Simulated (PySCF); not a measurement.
**Electron correlation in Ge⁺ (germanium, charge +1)**

[Ar] 3d10 4s1 4p1 5s1, high-spin 4P determinant (an excited configuration). All numbers are calculated (PySCF 2.14, a scalar-relativistic core potential, in aug-cc-pVTZ-PP with one added diffuse shell each of s, d, f type with ECP10MDF (7s5p5d3f, 68 functions)). Frozen: 3s2 3p6 3d10; 3 electrons correlated.

```json
{"level": "CCSD", "correlation energy (mhartree)": "-12.18"}
{"level": "(T)", "correlation energy (mhartree)": "-0.11"}
{"level": "CCSD(T)", "correlation energy (mhartree)": "-12.29"}
```

Diagnostics: T1 = 0.016, D1 = 0.0390, largest double amplitude 0.044.

Question: Is a single reference adequate?

Answer: Yes, within this model without spin-orbit coupling: T1 lies below 0.03 and no double amplitude reaches 0.07.
